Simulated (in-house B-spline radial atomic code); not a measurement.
A fraction x of an electron is removed from 3s in P³⁺, starting from [Ne] 3s2 and keeping the highest spin. Method: scalar-relativistic (X2C) LDA PW92, spin-polarised, spherical fractional occupations, Fermi nucleus of rms radius 3.1889 fm. Calculated with a radial B-spline atomic code at the basis-set limit.

```tsv
x	E(x) - E(0) (eV)	3s down level (eV)
0	0.0000	-45.737
0.08	3.6970	-46.689
0.17	7.9471	-47.756
0.37	17.7344	-50.111
0.43	20.7620	-50.810
0.5	24.3471	-51.619
0.54	26.4211	-52.078
0.74	37.0621	-54.314
0.78	39.2433	-54.746
0.98	50.3984	-56.717
1	51.5338	-
```

The exact functional would give a straight line between the two integer points. Deviations E(x) - E(0) - x[E(1) - E(0)], in eV: -0.426 at x = 0.08, -0.814 at x = 0.17, -1.333 at x = 0.37, -1.398 at x = 0.43, -1.42 at x = 0.5, -1.407 at x = 0.54, -1.073 at x = 0.74, -0.953 at x = 0.78, -0.105 at x = 0.98.

The curve lies below the straight line by up to 1.42 eV (at x = 0.5): convex, the delocalisation error that favours fractional charges.

Question: How well does Slater's transition state (minus the level at half occupation) give the ionisation energy?

Answer: It gives 51.619 eV against 51.534 eV from the two total energies; NIST lists 51.44 eV, ground level to ground level.
